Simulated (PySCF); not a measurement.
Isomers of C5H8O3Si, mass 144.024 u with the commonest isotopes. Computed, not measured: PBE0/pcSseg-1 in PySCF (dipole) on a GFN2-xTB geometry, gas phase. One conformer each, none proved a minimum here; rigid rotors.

Question: Order these by rotational constant B, smallest first.
A. `[CH3:1][O:2][C@@H:3]([SiH3:4])[C:5](=[C:6]=[O:7])[CH:8]=[O:9]` with C1–O2–C3–Si4 166°, O2–C3–C5–C6 128°, C3–C5–C8–O9 179°
B. `[CH3:1][O:2][C@@H:3]1[CH2:4][C:5](=[O:6])[SiH2:7][C:8]1=[O:9]` with C1–O2–C3–C4 -172°, O2–C3–C4–C5 -63°, C3–C4–C5–O6 160°, C4–C5–Si7–C8 -7°, C5–Si7–C8–O9 -146°
C. `[CH3:1][O:2][SiH2:3][O:4][c:5]1[cH:6][cH:7][o:8][cH:9]1` with C1–O2–Si3–O4 180°, O2–Si3–O4–C5 178°, Si3–O4–C5–C6 172°

Answer: C (599.4 MHz), A (950.3 MHz), B (1215 MHz).

Question: Order these by rotational constant C, largest first.
A. `[CH3:1][O:2][C@@H:3]([SiH3:4])[C:5](=[C:6]=[O:7])[CH:8]=[O:9]` with C1–O2–C3–Si4 166°, O2–C3–C5–C6 128°, C3–C5–C8–O9 179°
B. `[CH3:1][O:2][C@@H:3]1[CH2:4][C:5](=[O:6])[SiH2:7][C:8]1=[O:9]` with C1–O2–C3–C4 -172°, O2–C3–C4–C5 -63°, C3–C4–C5–O6 160°, C4–C5–Si7–C8 -7°, C5–Si7–C8–O9 -146°
C. `[CH3:1][O:2][SiH2:3][O:4][c:5]1[cH:6][cH:7][o:8][cH:9]1` with C1–O2–Si3–O4 180°, O2–Si3–O4–C5 178°, Si3–O4–C5–C6 172°

Answer: B (1017 MHz), A (902.0 MHz), C (553.0 MHz).

Question: Order these by dipole moment, smallest first.
A. `[CH3:1][O:2][SiH2:3][O:4][c:5]1[cH:6][cH:7][o:8][cH:9]1` with C1–O2–Si3–O4 180°, O2–Si3–O4–C5 178°, Si3–O4–C5–C6 172°
B. `[CH3:1][O:2][C@@H:3]([SiH3:4])[C:5](=[C:6]=[O:7])[CH:8]=[O:9]` with C1–O2–C3–Si4 166°, O2–C3–C5–C6 128°, C3–C5–C8–O9 179°
C. `[CH3:1][O:2][C@@H:3]1[CH2:4][C:5](=[O:6])[SiH2:7][C:8]1=[O:9]` with C1–O2–C3–C4 -172°, O2–C3–C4–C5 -63°, C3–C4–C5–O6 160°, C4–C5–Si7–C8 -7°, C5–Si7–C8–O9 -146°

Answer: A (1.67 D), C (2.42 D), B (3.63 D).

```
                    SMILES  point group  Ia (u·Å²)  Ib (u·Å²)  Ic (u·Å²)      κ  μa (D)  μb (D)  μc (D)
CO[C@@H]([SiH3])C(=C=O)C=O           C1     346.22     531.82     560.29  -0.83    2.64    1.31    2.12
          CO[SiH2]Oc1ccoc1            –      80.48     843.18     913.81  -0.98    1.45    0.81    0.18
 CO[C@@H]1CC(=O)[SiH2]C1=O           C1     262.40     415.83     497.07  -0.56    2.18    1.03    0.08
```
